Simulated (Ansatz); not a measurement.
**Relative stability**

The two ends of one reaction step of CH7GaSe, closed shell (PBE0-D4/def2-TZVP).

A:

```
10
angstrom
Ga -1.3517 -0.8138 -0.4570
C 1.2646 1.1821 -0.1622
H -1.0184 -0.9965 -1.9701
H -2.1424 0.3670 0.1854
H 1.3928 0.2411 0.3749
Se -0.6470 -2.5501 0.9221
H 0.9529 0.9889 -1.1904
H 2.2177 1.7103 -0.1808
H 0.5209 1.7994 0.3416
H -1.1897 -1.9284 2.1364
```

B:

```xyz
10
angstrom
Ga -0.7868 -0.0523 -0.8398
C 0.6123 1.2598 -0.3404
H -0.5114 -1.0758 -2.0120
H -2.2883 0.2150 -0.4255
H 1.0571 -2.0009 1.0220
Se -0.4074 -1.9328 1.1141
H 0.5907 2.0979 -1.0434
H 1.6128 0.8238 -0.3829
H 0.4489 1.6682 0.6594
H -0.3281 -1.0029 2.2485
```

Ansatz 0.2.0; basis: def2-TZVPP; cores frozen in the correlated methods. Filled d shells of the heavier atoms are correlated. The def2 sets are not built for correlating such inner shells, so the correlated values are less sure here. B3LYP uses VWN-RPA correlation.

Problem. Which structure is lower at CCSD(T), and by how much? (To be estimated.)

Solution. Computed: A, by 23.06 kcal/mol (electronic energy, against the other). By their contacts, A is a complex of GaH₃Se ([GaH2][SeH]) + CH₄ and B is CH₇GaSe ([CH3][GaH2][SeH2]).

All methods give the same order:

```tsv
method	E(B) − E(A) (kcal/mol)
SPW92	19.14
PBE-D4	23.07
BLYP-D4	24.60
r2SCAN-D4	23.89
B97M-V	24.24
PBE0-D4	23.63
B3LYP-D4	24.91
r2SCAN0-D4	24.35
BHLYP-D4	25.75
CAM-B3LYP-D4	24.08
wB97X-V	23.60
wB97M-V	23.66
B2PLYP	25.15
PBE-QIDH	23.80
RPA on PBE	22.33
HF	30.14
MP2	23.33
CCSD	23.64
CCSD(T)	23.06
```

T1 diagnostic: at most 0.012.

Labels in which every atom is bracketed show which atoms are joined, not bond orders.

For scale, one of the runs: CCSD(T)/def2-TZVPP, 225 basis functions, launched by `ansatz run in.yaml --threads 8 --pin off --events-out ev --progress --plain --max-ram 19148MiB`. The run took 19 s on 8 CPU threads of an Intel Xeon 6975P-C (shared host), with 4 GiB of host memory at its peak.
